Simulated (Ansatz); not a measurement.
A nudged elastic band was laid between two geometries of CH$_{4}$NSb (7 atoms, charge 0, multiplicity 1).

Computed with RKS B3LYP/def2-TZVP (Ansatz 0.2.0).

| Property | Result |
| --- | --- |
| movable images | 7 |
| climbing image | yes |
| spring | 5.0 eV/Å² |
| optimiser | quadratic models (default) |
| start path | through a guess of the saddle point |
| force threshold | 0.05 eV/Å |
| iteration limit | 60 |
| end points | relaxed |

Image 0:

```xyz
7
Properties=species:S:1:pos:R:3
N -1.281 -1.059 -0.120
C -0.539 -0.216 -0.693
Sb 1.471 0.491 -0.103
H -0.890 -1.409 0.757
H -0.897 0.201 -1.640
H 1.253 -0.061 1.507
H 0.883 2.053 0.291
```

Image 8:

```xyz
7
Properties=species:S:1:pos:R:3
N -1.039 -1.266 -0.310
C -0.700 -0.079 -0.566
Sb 0.503 1.315 0.658
H -0.651 -1.615 0.568
H -1.081 0.360 -1.494
H 1.152 0.026 1.587
H 1.816 1.259 -0.444
```

Question: What changes between the two ends?

Answer: No bond is made or broken. The height of Sb3 over the plane of its neighbours goes from -1.03 to 1.03 Å. The two ends are copies of one structure, up to a mirror image or an exchange of like atoms.

Question: Give the energies along the band, and the barrier.

Answer: The run converged. The highest image is number 3 of 0 to 8, 40.2 kcal/mol above the ends, which have the same energy within 2 meV. Neighbouring images differ by up to 1.3 eV, so the band resolves the path poorly. A vibrational analysis at the climbing image gives one clearly imaginary mode, 870i cm⁻¹: a first-order saddle point.

| image | path coordinate (Å) | energy (kcal/mol) | height of Sb3 over the plane of its neighbours (Å) |
| --- | --- | --- | --- |
| 0 | 0.00 | 0.0 | -1.03 |
| 1 | 0.61 | 0.2 | -1.01 |
| 2 | 1.22 | 10.2 | -0.67 |
| 3 | 1.83 | 40.2 | 0.00 |
| 4 | 2.21 | 22.3 | 0.44 |
| 5 | 2.60 | 5.2 | 0.80 |
| 6 | 2.98 | 0.4 | 0.99 |
| 7 | 3.37 | 0.1 | 1.02 |
| 8 | 3.76 | 0.0 | 1.03 |

Question: What is the geometry of the highest image?

Answer: 
```xyz
7
Properties=species:S:1:pos:R:3
N -1.330 -1.303 -0.309
C -0.738 -0.238 -0.602
Sb 0.908 0.729 0.354
H -0.996 -1.807 0.508
H -1.045 0.352 -1.464
H 1.650 0.101 1.708
H 1.552 2.165 -0.194
```

Run time: 3.1 min on 2 threads of Intel(R) Xeon(R) Platinum 8488C (Sapphire Rapids) (shared host), peak memory 0.29 GiB.
